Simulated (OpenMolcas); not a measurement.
## Cr4+, Mo4+, W4+: d² down the group

| Item | Value |
| --- | --- |
| Program | OpenMolcas |
| Method | SS-CASPT2, IPEA 0.25 Eh, imaginary shift 0.1 Eh |
| Basis | ANO-RCC-VQZP |
| Scalar Hamiltonian | DKH2, point nucleus |
| Spin-orbit coupling | RASSI with atomic mean-field integrals over the reference wave functions, term energies averaged over their components |

Active space for each ion: 2 electrons in 10 orbitals (d d); closed shells correlated by CASPT2: Cr4+ 3s 3p; Mo4+ 4s 4p; W4+ 5s 5p.

Computed levels in cm-1 above ³F₂:

| Level | Cr4+ | Mo4+ | W4+ |
| --- | --- | --- | --- |
| ³F₃ | 508 | 1509 | 6440 |
| ³F₄ | 1155 | 3220 | 11800 |
| ¹D₂ | 12920 | 9850 | 13820 |
| ³P₀ | 16110 | 11730 | 13590 |
| ³P₁ | 16290 | 12340 | 17140 |
| ³P₂ | 16670 | 13680 | 23180 |
| ¹G₄ | 22190 | 16550 | 23090 |
| ¹S₀ | 51900 | 38070 | 43900 |
| weight of ³F in the lowest level (%) | 100 | 98 | 89 |

Mixed levels, with the weight of the term that names them: W4+ ¹D₂ (60 %), W4+ ³P₂ (69 %).

Measured, with the error of the calculation in %. Measured levels: Cr4+ from Sugar and Corliss, J. Phys. Chem. Ref. Data 6, 317 (1977); Mo4+ from Sugar and Musgrove, J. Phys. Chem. Ref. Data 17, 155 (1988); W4+ from the list in J. Phys. B 45, 065001 (2012).

| Level | Cr4+ | Mo4+ | W4+ |
| --- | --- | --- | --- |
| ³F₃ | 508 (0) | 1578 (-4.3) |  |
| ³F₄ | 1142 (+1.2) | 3357 (-4.2) | 11519 (+2.5) |
| ¹D₂ | 13188 (-2.0) | 10190 (-3.3) | 13742 (+0.6) |
| ³P₀ | 15492 (+4.0) | 11161 (+5.1) | 12839 (+5.9) |
| ³P₁ | 15677 (+3.9) | 11807 (+4.5) | 16331 (+5.0) |
| ³P₂ | 16041 (+3.9) | 13408 (+2.0) | 22615 (+2.5) |
| ¹G₄ | 22019 (+0.8) | 16354 (+1.2) | 22346 (+3.3) |
| ¹S₀ | 51146 (+1.5) | 37738 (+0.9) | 43110 (+1.8) |

The fine-structure level ³F₄ changes by a factor of 10.2 from Cr4+ to W4+.

Without spin-orbit coupling ¹D lies 12290, 8190, 7030 cm-1 above ³F in that order; the difference to the level ¹D₂, of either sign, comes from spin-orbit coupling, which also lowers the zero.

CASPT2 does not keep the components of a term degenerate, so their means are used; among the terms shown or strongly mixed into the levels shown the widest spread is 930 cm-1 (3d² ³F, Cr4+). Active for correlation alone: 4d; no level in the range computed is led by a configuration that fills it, so any true level of that kind is missing (holds for Cr4+). Active for correlation alone: 5d; no level in the range computed is led by a configuration that fills it, so any true level of that kind is missing (holds for Mo4+). Active for correlation alone: 6d; no level in the range computed is led by a configuration that fills it, so any true level of that kind is missing (holds for W4+). Measured partners are found by configuration, term and J. A level has none where our copy of the source lacks it or the pairing is in doubt (some pairs that miss far off the trend of their configuration count as doubtful), and it then counts in no deviation. Levels of configurations outside the active space are missing.
